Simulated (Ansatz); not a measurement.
**Cost against result**

The pair of GeH4 (SMILES [GeH4], atoms 1–5) and PH3 (SMILES P, atoms 6–9), both closed shells, in one local arrangement (a lower one may exist), relaxed at PBE0-D4/def2-TZVP:

```xyz
9
angstrom
Ge 0.1260 0.0821 -1.8930
H 0.5668 -1.0900 -1.0034
H -1.3901 0.2754 -1.7742
H 0.4894 -0.2354 -3.3521
H 0.8517 1.3592 -1.4529
P -0.3488 0.2198 1.9242
H -0.6055 0.5626 3.2779
H 1.0268 -0.0353 2.1623
H -0.7164 -1.1383 2.1111
```

Interaction energies are counterpoise-corrected; the time is that of the whole pair.

Computed with Ansatz 0.2.0 (basis: as named in each row); correlated methods freeze the cores. Filled d shells of the heavier atoms are correlated. The def2 sets are not built for correlating such inner shells, so the correlated values are less sure here. B3LYP uses VWN-RPA correlation. Extrapolation: Hartree–Fock as exp(−7.88 √X), correlation as X^−2.97.

Times are rough, for one single point on 4 threads of a shared host (Intel Xeon Platinum 8259CL).

The estimate by CCSD(T) at an estimated basis limit (MP2 extrapolated from triple and quadruple zeta, plus CCSD(T) − MP2 in triple zeta) is -1.11 kcal/mol.

```
   method        basis  time (s)  interaction energy (kcal/mol)  method less estimate
       HF       STO-3G   under 1                           0.93                  2.04
   PBE-D4       STO-3G   under 1                          -0.44                  0.66
    SPW92     def2-SVP   under 1                          -1.97                 -0.86
   PBE-D4     def2-SVP   under 1                          -1.44                 -0.33
 B3LYP-D4        6-31G         1                          -1.07                  0.03
  PBE0-D4     def2-SVP         1                          -1.41                 -0.30
revPBE-D4  def2-TZVPPD         2                          -1.19                 -0.09
   PBE-D4  def2-TZVPPD         2                          -1.42                 -0.31
  BLYP-D4  def2-TZVPPD         2                          -1.09                  0.02
  CCSD(T)     def2-SVP         3                          -0.11                  0.99
 HSE06-D4  def2-TZVPPD         3                          -1.31                 -0.20
  PBE0-D4  def2-TZVPPD         3                          -1.31                 -0.20
r2SCAN-D4  def2-TZVPPD         3                          -0.94                  0.16
 B3LYP-D4  def2-TZVPPD         4                          -1.18                 -0.08
  wB97M-V     def2-SVP         4                          -1.18                 -0.08
   B2PLYP  def2-TZVPPD         6                          -0.07                  1.04
  wB97X-V  def2-TZVPPD         8                          -1.09                  0.02
  wB97M-V  def2-TZVPPD         8                          -1.12                 -0.02
   B97M-V  def2-TZVPPD         9                          -1.09                  0.01
      MP2  def2-QZVPPD        20                          -1.09                  0.02
  CCSD(T)  def2-TZVPPD        60                          -0.80                  0.30
```

T1 diagnostic: at most 0.014.
